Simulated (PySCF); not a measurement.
Compound: C4H4Cl3GaO2.
Numbering: `[Cl:1][C:2]([Cl:3])([Cl:4])[C:5]1=[CH:6][O:7][GaH2-:8][O+:9]=[CH:10]1` (hydrogens: H11 on C6; H12, H13 on Ga8; H14 on C10)

Structure used (PBE0-D3(BJ)/def2-SVP), in Å, numbered top down from 1:
```
atom  x, y, z in Å
Cl1   -2.756   -1.818    0.179
C2    -2.107   -0.165    0.250
Cl3   -2.920    0.802   -1.029
Cl4   -2.577    0.541    1.835
C5    -0.615   -0.106    0.076
C6     0.161   -1.249   -0.169
O7     1.410   -1.288   -0.335
Ga8    2.673    0.207   -0.313
O9     1.188    1.459    0.034
C10   -0.028    1.177    0.153
H11   -0.361   -2.217   -0.225
H12    3.130    0.456   -1.782
H13    3.491    0.103    1.010
H14   -0.705    2.030    0.339
```

Level of theory: TDDFT CAM-B3LYP/def2-SVPD, vertical, gas phase, core orbitals frozen in the response (PySCF). The CAM-B3LYP/def2-SVPD calculation is non-relativistic and has no spin–orbit coupling, an omission that weighs most on gallium.

Ground-to-excited transition dipoles (e·a0, same axes as the geometry; the sign carries no meaning), for the states with f of 0.002 or more among the lowest 6:

```csv
state,E (eV),μx,μy,μz
S1,4.422,0.021,-0.800,-0.101
S5,5.997,0.333,0.339,0.000
S6,6.223,-1.164,0.327,0.182
```

What oscillator strength does each state have?

f = (2/3) ΔE |μ|² with ΔE in hartree (27.2114 eV).

```tsv
state	|μ|² (au)	|μ| (D)	f
S1	0.650	2.05	0.070
S5	0.226	1.21	0.033
S6	1.494	3.11	0.228
```

What angle do the transition dipoles of S5 and S6 make?

|cos θ| = |μa·μb| / (|μa| |μb|) = 0.48, so θ ≈ 62° (taken between 0 and 90°, since the signs are arbitrary).

What peak molar absorption coefficient would the strongest computed level give as a lone Gaussian band 0.5 eV wide at half height?

ε(max) = 2.175×10⁸ f / FWHM, with the width in cm⁻¹. S6: 2.175×10⁸ × 0.2278 / 4033 ≈ 12000 L mol⁻¹ cm⁻¹.

The vertical ionisation energy (ΔSCF) is 9.44 eV, 3.22 eV above S6.
